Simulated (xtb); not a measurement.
1,1-difluoropropan-2-one (C3H4F2O), SMILES CC(=O)C(F)F. All values are semi-empirical tight-binding results from xtb (GFN2-xTB unless named), good for trends rather than for accurate numbers. Geometry optimised at GFN2-xTB. One conformer was computed; it need not be the lowest.

The point group as xtb finds it comes out as Cs and the orbital gap is 3.74 eV. The dipole moment is 1.36 D and the zero-point energy is 41.9 kcal/mol. The G − E(el) at 298.15 K (modified RRHO) is 22.6 kcal/mol and the static polarisability (D4 model) is 43.6 bohr³. The solvation energy, GFN2-xTB/ALPB(water) is -2.8 kcal/mol. The solvation energy, GFN2-xTB/ALPB(dmso) comes out as -5.5 kcal/mol.

Computed IR lines (harmonic; lines under 4 % of the strongest left out, lines within 3 cm⁻¹ merged):
ν (cm⁻¹): 236 (w), 497 (w), 984 (m), 1032 (m), 1075 (m), 1171 (m), 1233 (w), 1358 (m), 1429 (w), 1808 (vs), 2922 (w) (against the strongest line: vs over 80 %, s over 45 %, m over 15 %, w over 4 %, vw less)
